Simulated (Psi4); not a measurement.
C2H8Si2, charge -1, doublet, at the geometry of the source list (a state made from the parent by changing its charge; the spin is typed, not shown lowest) (a gas-phase anion, which may not be bound at this level).

The Psi4 input:
```
memory 2 GB

molecule {
-1 2
  C     0.25520000    0.36050000    1.25210000
  Si    1.34730000   -0.24900000   -0.20320000
  C    -0.25960000   -0.38980000   -1.24230000
  Si   -1.34250000    0.28120000    0.19250000
  H     0.50550000    1.34690000    1.63190000
  H     0.25060000   -0.30470000    2.11220000
  H     2.30460000    0.74140000   -0.69870000
  H     2.03750000   -1.52020000    0.03680000
  H    -0.27460000    0.21000000   -2.14790000
  H    -0.50430000   -1.40500000   -1.54560000
  H    -1.95990000    1.58210000   -0.07140000
  H    -2.36000000   -0.65340000    0.68360000
}

set basis sto-3g
set reference uks

energy('tpss')
print_variables()
```

Q: What <S^2> does TPSS/STO-3G run with Psi4 give?

A: 0.754

Q: What total energy does TPSS/STO-3G give?

A: -652.1294 Eh

Q: Give the number of basis functions at the level TPSS/STO-3G.

A: 36

Q: What nuclear repulsion energy does TPSS/STO-3G give?

A: 217.2453 Eh

A gas-phase anion may not be bound at this level; its values then depend on the basis.

These values belong to the state on which the SCF converged, which isn't shown to be the lowest.

Q: Roughly what does it cost on one core?

A: about 30 core-seconds (a rough figure).
